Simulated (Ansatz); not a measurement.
# CH3AlF2O (SMILES C[O][Al]([F])[F]): the energy to break a bond

CH3AlF2O: 8 atoms, total charge 0, spin state singlet. As SMILES, `C[O][Al]([F])[F]`. Geometry: optimised at PBE0/def2-SVP.

```xyz
8

C    -0.2460    0.9100    0.8949
O    -0.4020   -0.2801    0.1933
Al    0.2477   -1.1661   -1.0614
F    -0.4234   -2.6185   -1.4572
F     1.5492   -0.6485   -1.9366
H     0.5970    1.5199    0.5233
H    -0.0683    0.7051    1.9646
H    -1.1619    1.5213    0.8231
```

Wanted: the dissociation energy of the Al3–O2 bond into doublet AlF2 and doublet CH3O (shapes relaxed at PBE0/def2-SVP, no zero-point term). 1 Eh = 2625.50 kJ/mol = 27.2114 eV. Totals in Eh; open shells run unrestricted unless said.

```
                               level  program     CH3AlF2O  doublet AlF2  doublet CH3O
                         HF/def2-SVP   Ansatz  -555.143641   -440.670371   -114.330911
                        PBE/def2-SVP   Ansatz  -556.647627   -441.651161   -114.822572
MP2/def2-SVP, 9 core orbitals frozen   Ansatz  -555.898026   -441.086454   -114.617796
```

Q: Work out the dissociation energy at each level.

A: 
1. HF/def2-SVP: (-440.670371) + (-114.330911) − (-555.143641) = 0.142359 Eh = 373.8 kJ/mol = 3.87 eV.
2. PBE/def2-SVP: (-441.651161) + (-114.822572) − (-556.647627) = 0.173894 Eh = 456.6 kJ/mol = 4.73 eV.
3. MP2/def2-SVP: (-441.086454) + (-114.617796) − (-555.898026) = 0.193776 Eh = 508.8 kJ/mol = 5.27 eV.

The levels span 374 to 509 kJ/mol; no measured value is set beside them. Hartree–Fock lacks the correlation of the electrons that are unpaired, so it comes out low. A bond enthalpy at 298 K also holds the loss of zero-point energy and thermal terms.
